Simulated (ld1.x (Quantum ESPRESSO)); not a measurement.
## Transferability test, TM potential for technetium (Tc)

```json
{"Element": "technetium", "Generator": "ld1.x (Quantum ESPRESSO) 7.5", "Type": "norm-conserving Troullier–Martins (Kleinman–Bylander form)", "Functional": "PBEsol", "Relativity": "fully relativistic", "Frozen core": "[Ar] 3d10", "Valence charge": "15", "Reference configuration": "4s2 4p6 4d5 5s2 5p0", "Partial waves": "4s (bound): rc 1.65 bohr; 4p (bound): rc 1.85 bohr; 4d (bound): rc 2.05 bohr", "Local potential": "all-electron potential smoothed inside 1.80 bohr (lloc = -1)", "Core correction": "Bessel-smoothed model core inside 1.10 bohr"}
```

Open shells are filled in proportion to 2j + 1 (rel_dist='average').

Occupied shells without a wave of their own: 5s. They enter only through the test configuration that unscreens the potential, and ld1.x also counts them in the model core charge.

Energies are relative to the spin-unpolarised reference configuration 4s2 4p6 4d5 5s2 5p0; without spin polarisation the order of configurations can differ from experiment.

ld1.x takes every shell without a wave as core, so the model core holds the 5s electrons as well and exchange and correlation see them twice. This cancels in the reference configuration, but the file is broken for other ones, and its errors say nothing about a proper core correction.

```json
{"valence configuration": "4s2 4p6 4d5 5s1 5p0", "charge": "+1", "ΔE all-electron (eV)": "8.196", "error AE − PS (meV)": "+276"}
{"valence configuration": "4s2 4p6 4d5 5s0 5p0", "charge": "+2", "ΔE all-electron (eV)": "23.037", "error AE − PS (meV)": "+385"}
{"valence configuration": "4s2 4p6 4d4 5s0 5p0", "charge": "+3", "ΔE all-electron (eV)": "51.724", "error AE − PS (meV)": "+466"}
{"valence configuration": "4s2 4p6 4d4 5s2 5p0", "charge": "+1", "ΔE all-electron (eV)": "11.653", "error AE − PS (meV)": "-30"}
{"valence configuration": "4s2 4p6 4d6 5s1 5p0", "charge": "0", "ΔE all-electron (eV)": "-0.916", "error AE − PS (meV)": "+235"}
{"valence configuration": "4s2 4p6 4d3 5s0 5p0", "charge": "+4", "ΔE all-electron (eV)": "93.728", "error AE − PS (meV)": "+655"}
{"valence configuration": "4s2 4p6 4d5.5 5s1.5 5p0", "charge": "0", "ΔE all-electron (eV)": "-0.620", "error AE − PS (meV)": "+137"}
```

The potential misses its own reference levels by up to 0.3 eV.
